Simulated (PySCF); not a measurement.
Computed IR spectrum (relative IR intensity) of a molecule C2H7AlFN. Coordinates come from a B3LYP-D3(BJ)/def2-SVP optimisation. Other conformers were not sampled. Method: B3LYP-D3(BJ)/def2-SVP in PySCF. Frequencies are harmonic and unscaled.

```tsv
ν (cm⁻¹)	relative intensity
201	11
229	16
311	8.5
553	96
662	24
685	15
777	100
877	91
1077	14
1154	80
1223	20
1387	36
1455	13
1498	2.3
2978	75
3027	36
3089	21
3106	3.5
3120	6.0
3566	9.3
```

**Question.** Pick the molecule that these values belong to.
(A) C[N](C)[AlH][F]
(B) C[CH2][Al]([NH2])[F]
(C) C[NH][Al]([CH3])[F]

**Answer.** C, C[NH][Al]([CH3])[F]
